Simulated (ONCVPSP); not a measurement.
**How hard is this Al (Z = 13) ONCV potential?**

| Property | Result |
| --- | --- |
| Element | Al |
| Generator | ONCVPSP 4.0.1 |
| Type | optimised norm-conserving Vanderbilt (ONCV) |
| Functional | revPBE |
| Relativity | scalar-relativistic |
| Frozen core | [He] |
| Valence charge | 11 |
| Reference configuration | 2s2 2p6 3s2 3p1 |
| Partial waves | 2s+3s: rc 1.25 bohr, ncon 5, nbas 8, qcut 8.3 1/bohr, 3 projectors, debl 2.5 Ha; 2p+3p: rc 1.30 bohr, ncon 5, nbas 8, qcut 12 1/bohr, 2 projectors |
| Local potential | polynomial inside 1.15 bohr (lpopt 5, dvloc0 0 Ha) |
| Core correction | none |

Question: For each optimised wave give the share of its norm inside rc, the residual kinetic energy above qcut (Ha) and the cutoffs (Ha) for errors of 10, 1, 0.1 and 0.01 mHa per electron.

Answer:

| wave | norm inside rc | residual KE | 10 mHa | 1 mHa | 0.1 mHa | 0.01 mHa |
| --- | --- | --- | --- | --- | --- | --- |
| 2s | 0.971 | 1.6e-05 | 19.6 | 25.8 | 30.8 | 36.0 |
| 3s | 0.059 | 6.9e-06 | 13.3 | 19.4 | 24.4 | 30.2 |
| s projector 3 | 0.119 | 6.9e-05 | 16.1 | 22.0 | 27.7 | 73.6 |
| 2p | 0.967 | 6.2e-06 | 48.0 | 57.2 | 64.3 | 70.6 |
| 3p | 0.031 | 3.0e-06 | 35.2 | 49.2 | 59.9 | 67.8 |

The occupied waves need 57 Ha and 64 Ha for 1 and 0.1 mHa. 1 of 4 tests not solved or not reliable.
